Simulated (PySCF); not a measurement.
Species: C9H15N.
SMILES with atom numbers: `[CH3:1]/[N:2]=[CH:3]/[C@H:4]1[CH2:5][C@H:6]2[CH2:7][C@@H:8]([CH2:9]1)[CH2:10]2`

NICS is the negative of the GIAO shielding at a point without a nucleus: at the ring centre (0) and 1 Å above and below it (1); zz is the component along the ring normal. Level: GIAO PBE0/pcSseg-1 (PySCF, non-relativistic, gas phase) on the GFN2-xTB geometry, one conformer.

Ring bond lengths (Å), with Mayer bond orders in brackets: C4–C5 1.547 (0.98), C5–C6 1.525 (1.02), C6–C7 1.535 (0.96), C7–C8 1.535 (0.96), C8–C9 1.524 (1.02), C9–C4 1.537 (0.99); C6–C7 1.535 (0.96), C7–C8 1.535 (0.96), C8–C10 1.537 (0.96), C10–C6 1.536 (0.96).

Task: Give the NICS values of each ring in ppm.

Result: 
```json
{"ring": "C4–C5–C6–C7–C8–C9", "type": "6-membered carbocycle; formal bonds all single", "NICS(0)": "-2.7", "NICS(1), two faces": "-9.6 / -2.2", "NICS(1)zz, two faces": "-9.5 / 0.8", "rms pucker (Å)": "0.31", "centre to ring atoms, mean (Å)": "1.44"}
{"ring": "C6–C7–C8–C10", "type": "4-membered carbocycle; formal bonds all single", "NICS(0)": "-4.4", "NICS(1), two faces": "-2.2 / -2.6", "NICS(1)zz, two faces": "0.3 / -7.6", "rms pucker (Å)": "0.18", "centre to ring atoms, mean (Å)": "1.07"}
```

Task: What do they say, and how far can they be read as aromaticity?

Result: 
- C4–C5–C6–C7–C8–C9: mean NICS(1)zz -4.3 ppm, shielded. C4, C5, C6, C7, C8, C9 have four or more neighbours; no verdict on aromaticity is drawn. The two faces differ by 10.3 ppm, so no symmetry operation interchanges them.
- C6–C7–C8–C10: mean NICS(1)zz -3.6 ppm, shielded. C6, C7, C8, C10 have four or more neighbours, so the value isn't read as a sign of a π ring current. The two faces differ by 7.9 ppm, so no symmetry operation interchanges them.

Task: What field does 7.05 T along the ring normal induce along that normal at the second NICS(1) probe listed for ring C6–C7–C8–C10, 1 Å off the ring?

Result: NICSzz × B0 = -7.6 ppm × 7.05 T = -54 μT, against the applied field.

Task: What are the shieldings of the ring atoms and their hydrogens in the same run (means over atoms taken as equivalent)?

Result: 
| atoms | environment | σ isotropic (ppm) | principal values of the symmetric part, first atom (ppm) |
| --- | --- | --- | --- |
| C4 | sp3 CH carbon | 149.5 | 135.2, 149.1, 164.3 |
| C5 (×2) | ring CH2 carbon | 151.2 | 142.1, 144.6, 162.2 |
| C6 (×2) | sp3 carbon at a ring junction | 152.5 | 139.4, 157.5, 160.2 |
| C7 | four-membered-ring carbon | 147.1 | 132.0, 145.7, 163.7 |
| C10 | four-membered-ring carbon | 158.0 | 147.7, 162.4, 163.8 |
| H on C4 | methine hydrogen | 29.02 | 25.9, 26.6, 34.6 |
| H on C5 (×2) | methylene hydrogen | 29.70 | 24.8, 27.7, 35.9 |
| H on C5 (×2) | methylene hydrogen | 29.65 | 26.4, 29.4, 35.3 |
| H on C6 (×2) | methine hydrogen | 29.43 | 24.1, 27.6, 36.6 |
| H on C7 | methylene hydrogen | 29.58 | 26.4, 27.3, 35.1 |
| H on C7 | methylene hydrogen | 30.92 | 26.6, 29.4, 36.8 |
| H on C10 | methylene hydrogen | 30.19 | 25.3, 29.0, 36.3 |
| H on C10 | methylene hydrogen | 29.80 | 26.5, 27.2, 35.8 |

Time: 78 s. Hardware: an Arm Neoverse V1 with one thread, no GPU (shared host). This is the whole shielding run at PBE0/pcSseg-1, SCF included.
